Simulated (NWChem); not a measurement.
System: C2H7NOSi; SMILES C=C[SiH](N)O

NWChem input:

```
start job
memory heap 200 mb stack 900 mb global 1100 mb
geometry units angstroms noautosym nocenter noautoz
  Si    -0.097340    -0.548816     0.413028
  N      1.578174    -0.532719    -0.077197
  O     -0.945909    -1.591282    -0.602828
  C     -0.667077     1.239136     0.319953
  C     -0.046127     2.178851    -0.423086
  H     -0.419565    -1.112536     1.768193
  H      2.188442     0.186082     0.321552
  H      2.077327    -1.425338    -0.125269
  H     -0.877183    -1.339944    -1.541578
  H     -1.573314     1.534273     0.882607
  H      0.856305     1.936851    -1.012248
  H     -0.404185     3.221992    -0.482014
end
basis spherical
  * library def2-svp
end
dft
  xc xpbe96 cpbe96
  iterations 150
end
cosmo
  do_cosmo_smd true
  solvent ether
end
task dft energy
```

All runs use the structure optimised with PBE-D3(BJ)/def2-SVP. Not confirmed as a minimum by frequencies. Solvent: diethyl ether.

Level: PBE/def2-SVP with SMD (1 M gas to 1 M solution), gas-phase geometry. Reactions with the solvent are ignored.

Question: Predict the main results of this run. (PBE/def2-SVP, SMD on the gas-phase geometry.) Quantities: solvation free energy (kcal/mol); cavity-dispersion-structure term (kcal/mol); dipole in solution (D).

Answer: 
```
Item                                         Value
-------------------------------------------  -----
solvation free energy (kcal/mol)              -4.4
cavity-dispersion-structure term (kcal/mol)   -0.1
dipole in solution (D)                        2.37
```
